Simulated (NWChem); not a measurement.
## Correlation energy of HAl

```xyz
2

Al     0.0000     0.0000     0.1203
H      0.0000     0.0000    -1.5639
```
Charge 0, spin multiplicity 1.

Everything below was run with NWChem. Structure: optimised with PBE/def2-SVP, a minimum by its harmonic frequencies.

Basis set: cc-pVQZ. Each correlation energy counts from its own Hartree-Fock reference.

The correlated methods keep 5 core orbitals frozen. The structure started from a generated list of species. Coupled-cluster values serve here as a point of comparison, not as the truth.

One of these methods gave a correlation energy of -86.2 mHa. Which?
A. CR-CCSD(T)
B. SCS-MP2
C. MP2

A, CR-CCSD(T). The others give -65.8 (MP2), -76.1 (SCS-MP2).
